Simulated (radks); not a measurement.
The numbers below are computed, except where a source is named.
Problem. Valence configurations of Ce+ (all share [Xe]). Level of theory: scalar-relativistic Kohn-Sham, PBE, spin-polarised, spherical densities, point nucleus; open shells are filled with parallel spins first (spin-orbit coupling, left out, can overturn this in heavy ions) (a radial shooting solver on a logarithmic mesh with Libxc functionals). Order these by energy: 5d2 6s1; 4f1.5 5d1.5; 5d3; 4f1.5 5d0.5 6s1; 4f1.5 5d0.5 6p1; 5d2 6p1; 4f2 5d1; 4f1 5d2; 4f0.5 5d0.5 6s1 6p1; 4f0.5 5d2 6s0.5.

Solution. From the lowest, in eV above it: 4f1.5 5d0.5 6s1 0.000; 4f1.5 5d1.5 0.436; 4f2 5d1 0.799; 4f1 5d2 0.911; 4f0.5 5d2 6s0.5 2.475; 4f1.5 5d0.5 6p1 3.010; 5d3 4.909; 5d2 6s1 5.657; 4f0.5 5d0.5 6s1 6p1 6.936; 5d2 6p1 9.080. NIST lists [Xe] 4f1 5d2 as the ground configuration; this level of theory puts 4f1.5 5d0.5 6s1 lower, by 0.911 eV. The energies are those of spherical high-spin densities, not of single terms.
